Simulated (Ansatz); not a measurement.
This geometry of BH₄SSe (7 atoms, charge 1, multiplicity 1) is a first-order saddle point.

These are results of Ansatz, RKS BHLYP-D4/def2-SVP, not measurements.

```xyz
7
Properties=species:S:1:pos:R:3
B -1.325 0.782 -1.069
Se -1.117 -0.288 0.348
S 2.002 -0.334 0.423
H -2.594 -0.024 -0.004
H -1.540 1.483 -1.992
H 2.290 0.012 1.687
H 2.285 -1.633 0.607
```

Which two structures does it join? (They come from a converged band through this point; their orientation in space is the band's.)

Bonds broken: B1–H4, Se2–S3. Bonds formed: B1–S3, Se2–H4.

Image 0:

```xyz
7
Properties=species:S:1:pos:R:3
B -1.459 0.455 -0.661
Se -0.660 -0.537 0.777
S 1.537 -0.160 0.222
H -2.647 0.416 -0.604
H -0.801 1.016 -1.474
H 2.015 0.230 1.424
H 2.016 -1.420 0.315
```

Image 6:

```xyz
7
Properties=species:S:1:pos:R:3
B -0.282 0.278 -0.332
Se -1.683 -0.872 0.126
S 1.521 -0.332 -0.126
H -2.727 0.047 -0.327
H -0.321 1.359 -0.816
H 2.040 0.707 0.560
H 1.451 -1.187 0.915
```

How far does it lie above each of them?

99.1 kJ/mol above the first and 188.7 kJ/mol above the second. This is the barrier of this one path; another mechanism may lie lower. The orbitals stay closed-shell, which can raise the energy where a bond breaks towards radicals; this wasn't checked here. Limits of this set-up: the dipole of an ion depends on the origin.

Time of the run: 3.4 min on 2 threads of Arm Neoverse V2 (shared host), peak memory 0.17 GiB.
